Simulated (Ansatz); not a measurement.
Geometry optimisation, RKS PBE0-D4/def2-SVP in Ansatz.

The input (input.yaml):

```yaml
crystal:
  periodic: [false, false, false]
  atoms:
    - { symbol: Ge, position_ang: [-0.990901, 0.472804, -0.682402] }
    - { symbol: O, position_ang: [0.155557, 1.368415, 0.43341] }
    - { symbol: H, position_ang: [-0.161377, 0.194565, -1.93671] }
    - { symbol: H, position_ang: [-1.501249, -0.814402, -0.012397] }
    - { symbol: H, position_ang: [-2.176412, 1.415873, -0.987702] }
    - { symbol: H, position_ang: [1.66889, -0.312418, 0.585444] }
    - { symbol: Se, position_ang: [1.91791, -1.693805, 0.070841] }
    - { symbol: H, position_ang: [-0.290713, 1.669623, 1.232323] }
    - { symbol: H, position_ang: [1.378197, -2.300657, 1.297093] }
basis:
  gaussian: { orbitals: def2-SVP }
hamiltonian:
  xc: pbe0
  dispersion: d4
relax:
  f_tol: 0.03
  max_steps: 50
```

Run as:

```bash
$ ansatz run input.yaml --threads 2 --pin off --max-ram 3072MiB --backend cpu --events-out ev --progress --plain --runs-dir out
```

Where does it end, and by what steps?

The run converged. After 8 steps the energy has fallen by 0.051 eV; Se7 moved furthest, 0.40 Å.

| step | energy less start (eV) | largest force component (eV/Å) | accepted |
| --- | --- | --- | --- |
| 0 | 0.0000 | 0.486 | yes |
| 1 | -0.0241 | 0.367 | yes |
| 2 | -0.0388 | 0.106 | yes |
| 3 | -0.0459 | 0.138 | yes |
| 4 | -0.0451 | 0.250 | no |
| 5 | -0.0480 | 0.041 | yes |
| 6 | -0.0497 | 0.056 | yes |
| 7 | -0.0502 | 0.051 | yes |
| 8 | -0.0506 | 0.028 | yes |

```xyz
9
Properties=species:S:1:pos:R:3
Ge -1.082 0.521 -0.733
O 0.178 1.158 0.378
H -0.331 0.236 -2.035
H -1.715 -0.752 -0.141
H -2.160 1.608 -0.923
H 1.565 -0.340 0.521
Se 2.237 -1.642 0.308
H -0.179 1.475 1.215
H 1.487 -2.265 1.409
```

Run time: 27 s on 2 threads of Arm Neoverse V2, with other jobs on the host, peak memory 0.26 GiB.
